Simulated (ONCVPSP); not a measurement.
Configuration tests for rhodium (ONCV)

* Element: Rh
* Generator: ONCVPSP 4.0.1
* Type: optimised norm-conserving Vanderbilt (ONCV)
* Functional: PBE
* Relativity: scalar-relativistic
* Frozen core: [Ar] 3d10
* Valence charge: 17
* Reference configuration: 4s2 4p6 4d7 (charge +2)
* Partial waves: 4s: rc 1.35 bohr, ncon 4, nbas 8, qcut 10.1 1/bohr, 2 projectors, debl 1.5 Ha; 4p: rc 1.65 bohr, ncon 3, nbas 7, qcut 10.2 1/bohr, 2 projectors, debl 2.8 Ha; 4d: rc 2.10 bohr, ncon 4, nbas 9, qcut 6.5 1/bohr, 2 projectors, debl 0.9 Ha
* Local potential: polynomial inside 1.35 bohr (lpopt 5, dvloc0 0 Ha)
* Core correction: Teter function, fcfact 3, rcfact 1.35

In the s channel the program set the typed energies aside and used -3.802, 0.250 Ha. In the d channel the program set the typed energies aside and used -0.946, 0.250 Ha.

Energies are relative to the spin-unpolarised reference configuration 4s2 4p6 4d7; without spin polarisation the order of configurations can differ from experiment.

```csv
valence configuration,charge,ΔE all-electron (eV),error AE − PS (meV)
4s2 4p6 4d8 5s1,0,-26.971,+4.0
4s2 4p6 4d6,+3,32.505,+30
```

(1) What are ΔE and the potential's error for 4s2 4p6 4d9?

(2) What are ΔE and the potential's error for 4s2 4p6 4d8?

Levels in the configuration 4s2 4p6 4d8 5s1:

| level | all-electron (eV) | pseudo (eV) |
| --- | --- | --- |
| 4s | -82.495 | -82.495 |
| 4p | -50.421 | -50.419 |
| 4d | -5.940 | -5.950 |
| 5s | -4.300 | -4.294 |

## Answers

(1) ΔE = -27.881 eV all-electron; the error (AE − PS) is +23 meV.

(2) ΔE = -19.511 eV all-electron; the error (AE − PS) is +13 meV.
